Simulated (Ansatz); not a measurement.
Au₄F₃. The state is a doublet with charge 0. Geometry PBE-D4/def2-SVP; atoms count from 1.

```xyz
7

Au   -1.244   -0.301    2.694
Au    0.531    0.538   -1.929
Au    0.607   -0.747    0.358
Au   -1.458    1.082    0.493
F     0.578   -1.701    2.206
F    -1.025    1.798   -1.574
F     2.011   -0.670   -2.249
```

In the def2 sets Au takes a core potential; there is no spin–orbit coupling. No other spin state of charge 0 was run. Another isomer (doublet) lies 0.14 eV lower at PBE0-D4/def2-TZVP; other spin states weren't run for this one.

Estimate the Mulliken populations from the PBE0/def2-TZVP orbitals of Ansatz.


| atom | charge (e) | spin (α − β) | d electrons |
| --- | --- | --- | --- |
| Au1 | 0.39 | 0.39 | 9.81 |
| Au2 | 0.69 | 0.08 | 9.39 |
| Au3 | 0.27 | 0.09 | 9.71 |
| Au4 | 0.14 | 0.28 | 9.84 |
| F5 | -0.51 | 0.14 | – |
| F6 | -0.52 | 0.01 | – |
| F7 | -0.47 | 0.01 | – |
Mulliken values and Mayer orders depend strongly on the basis.

Where does the spin sit?

Summed by element: Au 0.84, F 0.16, of 1 unpaired in all. Largest on single atoms: Au1 0.39, Au4 0.28, F5 0.14.

And the Mayer bond orders between bonded heavy atoms (over 0.3)?

Au1–Au4 0.73 (2.61 Å); Au2–Au3 0.55 (2.62 Å); Au2–F6 0.44 (2.03 Å); Au2–F7 0.62 (1.94 Å); Au3–Au4 0.40 (2.76 Å); Au3–F5 0.42 (2.08 Å).
